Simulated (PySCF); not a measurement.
## Molecular orbitals of BiH⁺

BHandHLYP at R = 1.787 Å; basis Bi def2-TZVP with ECP60, H def2-TZVP; scalar-relativistic core potentials; PySCF 2.14. State: ²Π (doublet), unpaired electrons π ↑. Only the outer orbitals are listed, counted within each symmetry, core potentials removing the inner ones.

```tsv
spin	orbital	occ.	ε (eV)	on Bi (%)	main shells (%)
α	1δ	1	-40.12	100	100 Bi d
α	1δ	1	-40.03	100	100 Bi d
α	2π	1	-39.89	100	100 Bi d
α	3σ	1	-39.64	100	100 Bi d
α	2π	1	-39.55	100	100 Bi d
α	4σ	1	-25.51	94	94 Bi s
α	5σ	1	-16.33	61	54 Bi p, 39 H s
α	3π	1	-13.77	100	100 Bi p
α	3π	0	-9.96	100	100 Bi p
α	6σ	0	-5.08	56	48 Bi p, 44 H s, 8 Bi d
α	7σ	0	-1.09	96	94 Bi p
β	1δ	1	-40.05	100	100 Bi d
β	2π	1	-39.86	100	100 Bi d
β	1δ	1	-39.84	100	100 Bi d
β	3σ	1	-39.45	100	100 Bi d
β	2π	1	-39.36	100	100 Bi d
β	4σ	1	-24.44	93	91 Bi s
β	5σ	1	-16.18	60	50 Bi p, 40 H s
β	3π	0	-9.70	100	100 Bi p
β	3π	0	-8.78	100	100 Bi p
β	6σ	0	-4.95	59	51 Bi p, 40 H s
```

Which are the highest filled and the lowest empty level, where do they sit, and how wide is the gap?

Highest filled α 3π at -13.77 eV (in %: 100 Bi p); lowest empty α 3π at -9.96 eV (in %: 100 Bi p); the gap at BHandHLYP is 3.81 eV. Both belong to one degenerate shell, split only by its one-sided filling, so this is no excitation gap.

```json
{
 "bond order (Mayer)": "0.97",
 "⟨S²⟩": "0.753",
 "charge on Bi (Mulliken, basis-dependent)": "0.93",
 "charge on Bi (Löwdin, basis-dependent)": "1.01",
 "dipole moment (positive dipole points towards H; it is taken about the centre of mass and depends on that origin)": "-0.01 D"
}
```

These are scalar-relativistic numbers at best; spin–orbit coupling would shift them, the dissociation energy most. The state was picked by a PBE0 search and need not be the measured ground state.
